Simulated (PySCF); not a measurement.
An unknown is described by computed data only.

Elements present: C, F, H, O and S. Monoisotopic mass: 216.0432 u.

* 13C NMR: chemical shifts (computed TMS as zero) by class: 136.7 (1 C), 83.6 (1 C), 63.2 (1 C), 62.8 (1 C), 62.1 (1 C), 43.3 (1 C), 25.4 (1 C) ppm [GIAO PBE/pcSseg-1]
* Rotational structure: rotational constants A, B, C: 1.249, 0.416, 0.376 GHz [PBE0-D3(BJ)/def2-SVP]
* UV, first state: lowest singlet excitation: 5.51 eV (225 nm, f = 0.025) [TDDFT B3LYP/def2-SVPD]
* Triplet: lowest triplet excitation (Tamm–Dancoff): 4.88 eV [TDA B3LYP/def2-SVPD]
* NMR, other nuclei: isotropic shieldings of nuclei other than C and H, by class: 219 (1 O), 306 (1 O), 248 (3 F), 123 (1 S) ppm [GIAO PBE/pcSseg-1]
* Dipole: 4.36 D [B3LYP/def2-SVPD]
* Polarisability: 112.4 au [B3LYP/def2-SVPD]

Gas-phase values; electronic properties from PySCF, density fitting. Levels stand in brackets. One conformer (not necessarily the lowest) at the PBE0-D3(BJ)/def2-SVP geometry, without solvent, vibrations or thermal averaging. Each NMR value is the plain mean over a class of atoms that symmetry, rotation or inversion makes alike.

Question: Which formula fits the mass and the elements?

Answer: C7H11F3O2S (calculated 216.0432). No other formula that holds each of these elements comes within 0.0003 u with a fitting electron parity and a possible valence count.

Question: What is the compound? Reason from the data.

Answer: Numbering: `[CH3:1][O:2][C@@H:3]([C@@H:4]1[CH2:5][CH2:6][S@@:7](=[O:8])[CH2:9]1)[C:10]([F:11])([F:12])[F:13]`. 7 carbons fall into 7 classes; from least to most shielded: CF3 carbon [C10] (136.7 ppm), chain sp3 carbon bound to oxygen [C3] (83.6 ppm), methoxy carbon [C1] (63.2 ppm), ring sp3 carbon bound to sulfur [C9] (62.8 ppm), ring sp3 carbon bound to sulfur [C6] (62.1 ppm), sp3 CH carbon [C4] (43.3 ppm), ring CH2 carbon [C5] (25.4 ppm). The other shieldings belong to: 219 ppm, sulfinyl oxygen [O8]; 306 ppm, ether oxygen [O2]; 248 ppm, fluorine of a CF3 group [F11/F12/F13]; 123 ppm, sulfinyl sulfur [S7]. The optimised geometry has point group C1 and is an asymmetric top. Structure: `CO[C@@H]([C@@H]1CC[S@@](=O)C1)C(F)(F)F`. The assignments are read from this structure; whether some other isomer fits the data as well wasn't checked. The mirror image fits equally.
